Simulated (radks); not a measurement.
Charge is removed step by step from the 4s level of Sr, starting from [Kr] 5s2. Method: scalar-relativistic Kohn-Sham, PBE, spin-unpolarised, spherical densities, point nucleus; computed with a radial shooting solver on a logarithmic mesh with Libxc functionals.

| removed (e) | E - E(0) (eV) | eigenvalue (eV) | E minus straight line (eV) |
|---|---|---|---|
| 0 | 0.000 | -40.900 | 0.000 |
| 0.125 | 5.203 | -42.371 | -0.675 |
| 0.25 | 10.592 | -43.873 | -1.163 |
| 0.375 | 16.171 | -45.404 | -1.463 |
| 0.5 | 21.942 | -46.963 | -1.569 |
| 0.625 | 27.910 | -48.546 | -1.478 |
| 0.75 | 34.078 | -50.153 | -1.189 |
| 0.875 | 40.447 | -51.783 | -0.697 |
| 1 | 47.022 | -53.433 | 0.000 |

Removing the whole electron costs 47.022 eV by Delta-SCF, against 40.900 eV from minus the eigenvalue at the starting occupation. Slater's transition state (half an electron removed) gives 46.963 eV. Integrating minus the eigenvalue over the occupation (Janak's theorem) gives 47.030 eV. In this scalar-relativistic scheme the density is built from large components alone, so the theorem holds only approximately. The mean slope of the eigenvalue, de/dn, is 12.5 eV per electron.
